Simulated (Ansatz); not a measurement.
C2H6Si, SMILES `C[Si]C` (lower singlet) (charge 0, multiplicity 1). This singlet lies 1.14 eV below the relaxed triplet at the level frozen-core CCSD(T)/cc-pVTZ // B3LYP-D3(BJ)/def2-TZVP (Ansatz, a program for electronic structure).

The numbers are results of frozen-core fic-MRCISD+Q@CASSCF(2e,2o)/cc-pVTZ // B3LYP-D3(BJ)/def2-TZVP (Ansatz), not measurements.

Ansatz 0.2 input:
```yaml
crystal:
  periodic: [false, false, false]
  atoms:
    - { symbol: C, position_ang: [1.431521, 0.019709, 0.162846] }
    - { symbol: Si, position_ang: [-0.033139, -0.623861, 1.197473] }
    - { symbol: C, position_ang: [-1.433674, -0.059277, 0.035733] }
    - { symbol: H, position_ang: [2.396483, -0.374718, 0.482334] }
    - { symbol: H, position_ang: [1.308507, -0.143953, -0.912182] }
    - { symbol: H, position_ang: [1.457548, 1.109501, 0.310291] }
    - { symbol: H, position_ang: [-1.267032, 0.933316, -0.393938] }
    - { symbol: H, position_ang: [-2.42155, -0.094813, 0.495762] }
    - { symbol: H, position_ang: [-1.438661, -0.765902, -0.807287] }
basis:
  gaussian: { orbitals: cc-pVTZ }
correlation:
  method: fic_mrcisd_q
  active_space: { window: { electrons: 2, orbitals: 2 } }
```

Output:

```
Functional definition: HF
992 factors; integrals over basis functions are off by at most 1.3e-3 eV
mean field evaluation 1: about -10014.7660 eV, gradient 3.4e1 eV
mean field evaluation 2: about -10014.7690 eV, gradient 3.4e1 eV
mean field evaluation 4: about -10017.9087 eV, gradient 2.9e0 eV
mean field evaluation 8: about -10017.9596 eV, gradient 1.1e-1 eV
mean field -10017.95971585 eV, -368.1532291405 hartree, gradient 8.6e-6 eV, S^2 0.000000; 0 other end points of the search recorded, 0 dependent functions left out; unrestricted orbitals would lower it
reference -10017.95971585 eV, -368.1532291405 hartree; 16, 16 occupied and 162, 162 virtual orbitals, 992 factors
state -10018.56532176 eV, -368.1754847474 hartree
contracted CI cycle   1: correlation 0.00000000 eV, 0.0000000000 hartree, residual 3.53e1 eV
contracted CI cycle   2: correlation -11.40285986 eV, -0.4190473705 hartree, residual 4.56e0 eV
contracted CI cycle   3: correlation -11.63968350 eV, -0.4277504789 hartree, residual 9.69e-1 eV
contracted CI cycle   4: correlation -11.65070764 eV, -0.4281556087 hartree, residual 2.50e-1 eV
contracted CI cycle   5: correlation -11.65147602 eV, -0.4281838463 hartree, residual 6.63e-2 eV
contracted CI cycle   6: correlation -11.65153349 eV, -0.4281859579 hartree, residual 1.98e-2 eV
contracted CI cycle   7: correlation -11.65153849 eV, -0.4281861417 hartree, residual 5.58e-3 eV
contracted CI cycle   8: correlation -11.65153887 eV, -0.4281861557 hartree, residual 1.50e-3 eV
contracted CI cycle   9: correlation -11.65153890 eV, -0.4281861568 hartree, residual 4.27e-4 eV
state -10018.56532176 eV, -368.1754847474 hartree; corrected -10031.88531890 eV, -368.6649856134 hartree
Total energy: -10031.88531890 eV, -368.6649856134 hartree
```
